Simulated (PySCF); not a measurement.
## Nuclear quadrupole coupling in `C/C=C(\C)[SiH2]N`

C₄H₁₁NSi.
Geometry (PBE0-D3(BJ)/def2-SVP, Å), atoms numbered from 1 in this order:
```
atom  x, y, z in Å
C1     2.571    0.667    0.642
C2     1.165    1.051    0.317
C3     0.136    0.243   -0.006
C4     0.213   -1.256   -0.087
Si5   -1.518    1.035   -0.390
N6    -2.752    0.276    0.565
H7     2.865    1.058    1.631
H8     3.271    1.115   -0.085
H9     2.736   -0.419    0.641
H10    0.970    2.132    0.346
H11    1.149   -1.668    0.318
H12   -0.631   -1.713    0.453
H13    0.125   -1.593   -1.134
H14   -1.940    0.810   -1.810
H15   -1.345    2.516   -0.190
H16   -2.710    0.333    1.577
H17   -3.714    0.292    0.246
```

Field gradients from the PBE0/pcSseg-1 density (PySCF, non-relativistic), principal values in atomic units, ordered |Vxx| ≤ |Vyy| ≤ |Vzz|:

```json
{"atom": "N6", "Vxx": "0.3325", "Vyy": "0.6293", "Vzz": "-0.9618"}
```

Problem. Find the asymmetry η = (Vxx − Vyy)/Vzz and the couplings χ = eQV/h (234.96 MHz × Q in barn × V in au), with Q(14N) = 0.02044 b.

Solution. 
| atom | environment | nucleus | η | χzz (MHz) | χxx (MHz) | χyy (MHz) |
| --- | --- | --- | --- | --- | --- | --- |
| N6 | silicon-bound nitrogen | 14N | 0.31 | -4.619 | 1.597 | 3.022 |

Problem. What is Vzz at N6 in SI units (1 au = 9.71736 × 10²¹ V/m²)?

Solution. -0.9618 au = -9.347 × 10²¹ V/m².

Were the hydrogens deuterons (Q(2H) = 0.00286 b), χzz would run from 89 kHz (H15) to 278 kHz (H17).

One conformer (not necessarily the lowest) at the PBE0-D3(BJ)/def2-SVP geometry, without solvent, vibrations or thermal averaging. A larger basis could move these couplings by a tenth or more.
